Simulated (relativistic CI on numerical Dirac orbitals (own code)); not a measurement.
Fe5+: 3d valence photoemission

Computed with this model: Dirac-Coulomb-Breit CI, separate exchange-only KLI orbitals for each configuration, QED by a radiative potential, valence Slater integrals scaled by 0.9, multiplet model of photoemission in the sudden approximation; configurations [Ar] 3d3 → [Ar] 3d2; 300 K; Lorentzian 0.3 eV and Gaussian 0.5 eV FWHM. Energies are those of the free ion, without screening or charge transfer. The energies are binding energies and can lie tens of eV above those of solids. S is read from ⟨S²⟩ = S(S + 1).

Field parameters in Wybourne normalisation: Oh B⁴₀ = 21Dq, B⁴₄ = √(5/14) B⁴₀. The field is a parameter set, without covalency.

free ion: ground-state S = 1.50, centroid 98.56 eV. Peaks (eV, height): 98.0 (100), 100.7 (26).

Oh, 10Dq = 5900 cm⁻¹: ground-state S = 1.50, centroid 98.83 eV. Peaks (eV, height): 98.4 (100), 101.6 (15).

Oh, 10Dq = 16200 cm⁻¹: ground-state S = 1.50, centroid 99.34 eV. Peaks (eV, height): 99.0 (100), 103.2 (8).

Oh, 10Dq = 26550 cm⁻¹: ground-state S = 1.50, centroid 99.85 eV. Peaks (eV, height): 99.6 (100).

Oh, 10Dq = 36900 cm⁻¹: ground-state S = 1.50, centroid 100.36 eV. Peaks (eV, height): 100.2 (100).

Strongest unbroadened transitions for Oh, 10Dq = 36900 cm⁻¹:

```
Energy (eV)  Relative strength
     100.13               66.7
     100.14              100.0
     100.24               98.1
     100.29               32.5
     102.71                0.0
     104.43                0.0
     105.63                0.0
     106.65                1.0
     106.67                2.8
     106.72                2.6
     106.73                1.8
     107.24                0.0
```
